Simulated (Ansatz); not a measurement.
`[GeH3][CH2]Br` and `B[CH]([GeH3])Br` differ in one atom or group.

Ansatz, PBE0-D4/def2-TZVP geometries, multiplicity 1. 

Scalar relativity is left out up to krypton. Spin–orbit coupling is left out; it splits and shifts lone-pair levels of the heavy atoms by tenths of an eV.

```csv
property,`[GeH3][CH2]Br`
HOMO energy (PBE/def2-TZVPP) / eV,-6.47
HOMO–LUMO gap (ωB97M-V/def2-TZVPP) / eV,11.53
zero-point energy (PBE0-D4/def2-TZVP) / kJ/mol,133.7
HOMO–LUMO gap (B3LYP/def2-TZVPP) / eV,6.89
HOMO energy (PBE0/def2-TZVPP) / eV,-7.71
LUMO energy (PBE0/def2-TZVPP) / eV,-0.31
```

Q: Give the same properties after the change, and the shifts. (Best estimate.)

A: Computed: 
| property | `B[CH]([GeH3])Br` | shift |
| --- | --- | --- |
| HOMO energy (PBE/def2-TZVPP) / eV | -6.42 | 0.05 |
| HOMO–LUMO gap (ωB97M-V/def2-TZVPP) / eV | 10.00 | -1.53 |
| zero-point energy (PBE0-D4/def2-TZVP) / kJ/mol | 161.5 | 27.8 |
| HOMO–LUMO gap (B3LYP/def2-TZVPP) / eV | 5.47 | -1.42 |
| HOMO energy (PBE0/def2-TZVPP) / eV | -7.63 | 0.08 |
| LUMO energy (PBE0/def2-TZVPP) / eV | -1.71 | -1.40 |

With PBE0 the HOMO rises by 0.08 eV and the LUMO falls by 1.40 eV, so the gap narrows by about 1.48 eV. PBE moves the HOMO by 0.05 eV and ωB97M-V by 0.10 eV. The zero-point energy changes by 27.8 kJ/mol with +6 modes.

Positive LUMOs are unbound, so they and the gaps depend on the basis.

B3LYP here is the variant with VWN-RPA as its local correlation; programs differ in this.
